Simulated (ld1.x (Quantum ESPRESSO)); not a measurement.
Configuration tests for In (Z = 49) (RRKJ)

In (Z = 49), norm-conserving RRKJ (Kleinman–Bylander form), made with ld1.x (Quantum ESPRESSO) 7.5 (PBEsol, scalar-relativistic). Core [Kr], reference 4d10 5s2 5p1. Waves: 5s (bound): rc 2.10 bohr; 5p (bound): rc 2.00 bohr; 4d (bound): rc 1.55 bohr. Local part: all-electron potential smoothed inside 1.80 bohr (lloc = -1). Core correction: none. rho0 = 0.01.

Energies are relative to the spin-unpolarised reference configuration 4d10 5s2 5p1; without spin polarisation the order of configurations can differ from experiment.

| valence configuration | charge | ΔE all-electron (eV) | error AE − PS (meV) |
| --- | --- | --- | --- |
| 4d10 5s2 5p0 | +1 | 5.361 | -2.7 |
| 4d10 5s0 5p0 | +3 | 52.904 | +18 |
| 4d10 5s0 5p3 | 0 | 12.013 | +13 |
| 4d9 5s2 5p2 | 0 | 18.259 | -123 |
| 4d10 5s2 5p1.3 | -0.3 | -0.531 | +0.1 |

Question: What are ΔE and the potential's error for 4d10 5s1 5p0?

Answer: ΔE = 24.638 eV all-electron; the error (AE − PS) is -11 meV.

Question: What are ΔE and the potential's error for 4d10 5s1 5p2?

Answer: ΔE = 5.877 eV all-electron; the error (AE − PS) is +1.3 meV.

Levels in the configuration 4d9 5s2 5p2:

```tsv
level	all-electron (eV)	pseudo (eV)
4d	-24.145	-24.311
5s	-10.309	-10.200
5p	-3.692	-3.669
```

ld1.x printed “convergence not achieved” for 5 of the counted tests; their residual had stalled under 1e-8, short of the target of 1e-14.

Note: ghost state, extra bound levels that the all-electron valence spectrum of the same l lacks: s at -25.3 eV. A true bound ghost makes a file unfit for plane-wave use.
